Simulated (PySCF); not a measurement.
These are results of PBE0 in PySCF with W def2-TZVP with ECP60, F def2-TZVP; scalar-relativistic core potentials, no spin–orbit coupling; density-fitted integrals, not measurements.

Each entry is the lowest minimum that a search over a few typed start shapes (and spin states, where more than one is plausible) found, or that minimum re-optimised at the stated level; isomers with ligand–ligand bonds, or fragments after loss of a ligand pair, can lie lower. Open shells are unrestricted.

WF3 is a quartet of D3h symmetry with W–F 1.866 Å (×3); F–W–F 120.0° (×3). Its wavenumbers are 151, 160 (×2), 689 (×2), 694 cm⁻¹.

Q: What changes when one electron is removed, giving WF₃⁺?

A: It costs 8.80 eV between the minima (8.80 eV with zero-point energy). WF₃⁺ is a triplet of C2v symmetry with W–F 1.778 Å, W–F 1.798 Å (×2); F–W–F 104.6°, F–W–F 127.7° (×2); wavenumbers 32, 109, 203, 720, 803, 819 cm⁻¹.

Other spin states or occupations of the open shell can lie lower. No spin–orbit coupling is included, which matters more the heavier the element.
